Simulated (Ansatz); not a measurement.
Cyclo-(X2SiS)n: PBE0-D4/def2-SVP single points in Ansatz on relaxed structures, gas phase. Binding counts from free atoms in the multiplicity of their measured ground term, without zero-point energy. The structures are stationary points that may keep the symmetry of their start.

```
                     species  atoms    state         geometry  HOMO (eV)  LUMO (eV)  gap (eV)  binding per atom (eV)  point group (within 0.1 Å)
    cyclo-(H2SiS)3 (Si3H6S3)     12  singlet  PBE-D4/def2-SVP      -7.50      -0.60      6.91                   3.29                          C2
cyclo-(Me2SiS)3 (C6H18S3Si3)     30  singlet  PBE-D4/def2-SVP      -6.78       0.43      7.21                   4.02                          C2
```

**Question.** Estimate the rows for cyclo-(H2SiS)2 (Si2H4S2) (singlet, PBE0-D4/def2-SVP geometry).

**Answer.** 
```csv
species,atoms,state,geometry,HOMO (eV),LUMO (eV),gap (eV),binding per atom (eV),point group (within 0.1 Å)
cyclo-(H2SiS)2 (Si2H4S2),8,singlet,PBE0-D4/def2-SVP,-7.63,-0.92,6.70,3.23,D2h
```

The gap (eV) runs from 6.70 (cyclo-(H2SiS)2) to 7.21 (cyclo-(Me2SiS)3).
